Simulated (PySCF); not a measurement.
Ionisation energy of Re⁵²⁺ by level of theory

Re⁵²⁺ [Ar] 3d5 [3d3/2^4 3d5/2^1, M_J = 5/2] → Re⁵³⁺ [Ar] 3d4 [3d3/2^4, M_J = 0], as a difference of total energies. Computed with PySCF 2.14 in an even-tempered Gaussian basis (15 s from 14 bohr⁻², ratio 2.8; 12 p from 18 bohr⁻², ratio 2.8; 8 d from 18 bohr⁻², ratio 2.8; 3 f from 62 bohr⁻², ratio 3), with the two-component X2C-1e Hamiltonian. Correlated levels: [Ne] frozen; the 72 highest virtual spinors dropped. "Screened" scales the spin-orbit matrix elements by Boettger's factors to mimic the two-electron term; Breit and QED terms are absent.

| method | ionisation energy (eV) |
| --- | --- |
| GHF (spin-free) | 4934.1 |
| GMP2 (spin-free) | 4934.0 |
| GHF (screened spin-orbit) | 4879.3 |
| GMP2 (screened spin-orbit) | 4879.1 |

Breit and QED terms and the two-electron picture change are absent.

The spin-free rows relax to the high-spin LS determinant and lack the spin-orbit shift.

The labels give the starting determinants; with spin-orbit coupling the two ends relaxed to ⟨J²⟩ = 8.75, ⟨L²⟩ = 6.37, ⟨S²⟩ = 2.80 and ⟨J²⟩ = 0.00, ⟨L²⟩ = 2.46, ⟨S²⟩ = 2.46.

For comparison: 4877 ± 4 eV (theoretical estimate listed by NIST; NIST Atomic Spectra Database, ionization energies).
